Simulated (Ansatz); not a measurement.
Coupled-cluster diagnostics for the cluster CoO₂⁻, Ansatz.

Geometry of the singlet (r2SCAN-D4/def2-TZVPD):

```xyz
3

Co   -0.476    0.973   -0.132
O     0.478   -0.281    0.715
O    -0.002   -0.692   -0.582
```

Correlated methods freeze 7 core orbitals; core or outer-core shells of Co are correlated, in sets that lack core-valence functions. The structure holds 1 bond(s) between oxygen atoms. No other spin state of charge -1 was run. The geometry of the singlet was relaxed on an unsound state (restricted singlet whose occupied levels cross empty ones at other levels, untested at these). Another isomer (quintet) lies 4.06 eV lower at PBE0-D4/def2-TZVPD; other spin states weren't run for this one.

Question: Estimate the CCSD(T) correlation energy, the shares of MP2 and (T), T1 and the reference's ⟨S²⟩ for: charge -1, singlet, own geometry in def2-TZVPPD; and the rough time on 4 threads of Arm Neoverse N1 on a shared host.

Answer: 
```
                           state        basis  correlation (eV)  MP2 share (%)  (T) share (%)     T1  ⟨S²⟩ (pure)  wall time                                    remarks
charge -1, singlet, own geometry  def2-TZVPPD           -35.164           97.5            5.1  0.087  0.00 (0.00)       43 s  large T1 (0.087), restricted SCF unstable
```
Customary marks for T1 are 0.02 (closed shells), 0.045 (open shells) and about 0.05 (3d metals). T1 exceeds 0.02 in 1 of 1 rows and 0.045 in 1; the higher it lies, the less the single-reference result can be trusted.
